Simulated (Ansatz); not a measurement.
Job for Ansatz (a first-principles code): R-CCSD(T)/def2-TZVPP on H2SeTe (SMILES [SeH][TeH]), a point of a torsion scan. Elements past Kr take the def2 small-core potentials; no spin–orbit coupling. The run froze 23 orbitals, filled d shells among them.

Ansatz 0.2 input:
```yaml
crystal:
  periodic: [false, false, false]
  atoms:
    - {symbol: Se, position_ang: [-1.21188539, 0.66631774, 0.36419395]}
    - {symbol: Te, position_ang: [1.16808742, 0.63526893, -0.33448782]}
    - {symbol: H, position_ang: [-1.69137764, -0.47925886, -0.38094510]}
    - {symbol: H, position_ang: [0.88969218, 1.61227673, -1.62923267]}
basis:
  gaussian:
    orbitals: def2-TZVPP
magnetization: {spin_polarized: false}
correlation: {method: ccsd_t, electrons: outside_noble_gas}
scf: {lower_state_search: off}
```

Program output:

```
WARN ansatz: RAYON_NUM_THREADS=1 ignored (pool sized by the plan → 1); use --threads N
Functional definition: HF
these checks for a lower state are left out or cut short: stability, starts, cluster_reference, orbital_swaps, neighbouring_geometries, increment
integrals: 0.21 GiB planned
949 factors; integrals over basis functions are off by at most 7.3e-4 eV
mean field: 0.41 GiB planned
mean field evaluation 1: about -72599.7934 eV, gradient 1.1e1 eV
mean field evaluation 2: about -72599.9568 eV, gradient 1.2e1 eV
mean field evaluation 4: about -72600.5811 eV, gradient 1.9e0 eV
mean field evaluation 8: about -72600.5973 eV, gradient 1.1e-1 eV
mean field -72600.59736597 eV, -2668.0227427470 hartree, gradient 3.3e-6 eV, S^2 0.000000; 0 other end points of the search recorded, 0 dependent functions left out
23 core orbitals not correlated
reference -72600.59736597 eV, -2668.0227427470 hartree; 7, 7 occupied and 96, 96 virtual orbitals, 949 factors
second order -7.95884642 eV of doubles, -0.00000000 eV of singles
coupled cluster: 0.49 GiB planned
cycle   1  -8.60094231 eV  change   -6.4e-1 eV  update   7.0e-2
cycle   2  -8.86353897 eV  change   -2.6e-1 eV  update   2.2e-2
cycle   3  -8.88985004 eV  change   -2.6e-2 eV  update   8.0e-3
cycle   4  -8.88758492 eV  change    2.3e-3 eV  update   2.6e-3
cycle   5  -8.88713910 eV  change    4.5e-4 eV  update   9.6e-4
cycle   6  -8.88700502 eV  change    1.3e-4 eV  update   3.7e-4
cycle   7  -8.88704736 eV  change   -4.2e-5 eV  update   1.3e-4
cycle   8  -8.88706898 eV  change   -2.2e-5 eV  update   5.5e-5
cycle   9  -8.88705517 eV  change    1.4e-5 eV  update   2.6e-5
cycle  10  -8.88705685 eV  change   -1.7e-6 eV  update   1.0e-5
perturbative correction -0.37959580 eV, -0.0139498884 hartree
Total energy: -72609.86401862 eV, -2668.3632859506 hartree
Checks for a lower state left out: stability, starts, cluster_reference, orbital_swaps, neighbouring_geometries, increment
```

The calculation finished and met its thresholds.

Cost: around 5 core-seconds (rough).
